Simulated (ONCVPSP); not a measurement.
Ru: one change to an ONCV potential, before and after

ruthenium, optimised norm-conserving Vanderbilt (ONCV), made with ONCVPSP 4.0.1 (BLYP, scalar-relativistic). Core [Kr], reference 4d7 5s1. Waves: 5s: rc 2.85 bohr, ncon 3, nbas 6, qcut 2.3 1/bohr, 2 projectors, debl 2.7 Ha; p scattering state at 0.42 Ha: rc 2.20 bohr, ncon 4, nbas 8, qcut 3.6 1/bohr, 2 projectors, debl 1.1 Ha; 4d: rc 1.30 bohr, ncon 5, nbas 9, qcut 7.6 1/bohr, 2 projectors, debl 1.7 Ha. Local part: polynomial inside 0.95 bohr (lpopt 5, dvloc0 4 Ha). Core correction: polynomial model core, fcfact 0.65.

Change: s: rc 3.72.

Cutoffs: the cutoffs (Ha) at which the residual kinetic energy of the hardest occupied pseudo-wave falls to 1 and 0.1 mHa per electron; they do not see the model core or the augmentation charge, which bear on the density cutoff. Errors are all-electron minus pseudo energies relative to the spin-unpolarised reference configuration.

Q: Predict the effect on cutoff, ghosts and configuration errors.

A: The potential gets neither clearly harder nor softer (26 Ha and 46 Ha → 26 Ha and 46 Ha); both files keep a bound ghost (p, s); of the 4 tests that both files solve, the error grows in 3 and shrinks in 1 by more than 15 % and 0.3 meV (median size 50.2 → 98.9 meV).

```csv
quantity,base,changed
"cutoff, loose",26 Ha,26 Ha
"cutoff, tight",46 Ha,46 Ha
loose cutoff by channel,"s 2.7 Ha, d 26 Ha","s 1.7 Ha, d 26 Ha"
bound ghosts,"s, p","s, p"
GHOST(+) flags under 300 eV,s at 89.3 eV,s at 75.2 eV
"error for 4d7 5s0, meV [ΔE 7.37 eV]",-11,-23
"error for 4d6 5s0, meV [ΔE 25.48 eV]",-65,-172
"error for 4d5 5s0, meV [ΔE 56.00 eV]",-359,-599
"error for 4d6 5s1, meV [ΔE 9.99 eV]",-35,+26
p: phases at 2.24 bohr within 0.05 rad from the reference energy up to (Ha; the scan ends near 5),4.4,4.4
d: phases at 1.32 bohr within 0.05 rad from the reference energy up to (Ha; the scan ends near 5),to the end of the scan,to the end of the scan
"rms error of d²Exc/dni dnj with the model core, mHa",0.54,0.90
```

 A true bound ghost makes a file unfit for plane-wave use even where its test errors are small: the radial tests pick states by their node count and pass the ghost by.
